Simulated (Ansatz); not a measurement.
Reaction (hydrogenolysis of the Si–B bond): `B[SiH2][CH]1[NH][AlH]1` + H₂ → `[SiH3][CH]1[NH][AlH]1` + BH₃

Gas-phase electronic energies from Ansatz, PBE0-D4/def2-TZVP geometries. CCSD(T)/CBS is the MP2 limit (def2-TZVPP, def2-QZVPP) plus CCSD(T) − MP2 in def2-TZVPP, frozen cores. This one scheme is used for every species. DFT in def2-TZVPP. B3LYP here is the variant with VWN-RPA as its local correlation; programs differ in this. One conformer a species, not always the lowest.

`B[SiH2][CH]1[NH][AlH]1`:

Cartesian coordinates in Å:
```
B -2.085 0.694 0.689
Si -0.783 -0.793 0.375
C 0.493 -0.136 -0.837
N 1.445 0.935 -0.340
Al 2.353 -0.514 -0.515
H -1.813 1.619 1.401
H -3.109 0.776 0.071
H -0.059 -1.197 1.622
H -1.417 -2.021 -0.191
H 0.120 0.016 -1.854
H 1.105 1.834 -0.050
H 3.749 -1.213 -0.371
```

H₂:

Cartesian coordinates in Å:
```
H 0.366 0.074 -0.002
H -0.366 -0.074 0.002
```

`[SiH3][CH]1[NH][AlH]1`:

Cartesian coordinates in Å:
```
Si 0.969 -1.038 -0.391
C -0.034 0.085 0.690
N -1.467 0.355 0.251
Al -0.585 1.814 0.046
H 2.379 -1.121 0.087
H 0.428 -2.430 -0.466
H 0.977 -0.506 -1.787
H 0.088 -0.079 1.765
H -2.130 -0.397 0.197
H -0.625 3.319 -0.392
```

BH₃:

Z-matrix (Å, degrees):
```
B
H 1 1.193
H 1 1.193 2 120.0
H 1 1.193 2 120.0 3 180.0
```

Question: Is it downhill or uphill in electronic energy at CCSD(T)/CBS, and by how much? (Estimate.)

Answer: Ansatz gave: Downhill: ΔE = -39.9 kJ/mol.

Question: What do these levels give: B2PLYP, PBE, B3LYP, HF/def2-QZVPP, SCS-MP2/def2-QZVPP, HF/CBS(def2)? (Best estimate.)

Answer: Computed: B2PLYP -46.9, PBE -27.5, B3LYP -47.4, HF/def2-QZVPP -73.1, SCS-MP2/def2-QZVPP -48.6, HF/CBS(def2) -73.2 kJ/mol.

Largest T1 diagnostic among the species: 0.015.

From PBE to PBE0 (25 % exact exchange), in def2-TZVPP and without D4, ΔE moves by −9.6 kJ/mol. The D4 term adds +7.4 kJ/mol with B3LYP and +4.2 kJ/mol with PBE0; it sums over pairs of atoms, weighted by their polarisabilities, and B3LYP, whose exchange is more repulsive, gets the larger term. In def2-TZVPP, CCSD(T) changes the Hartree–Fock value by +30.6 kJ/mol (the triples alone add +5.4 kJ/mol) and MP2 by +29.2 kJ/mol.
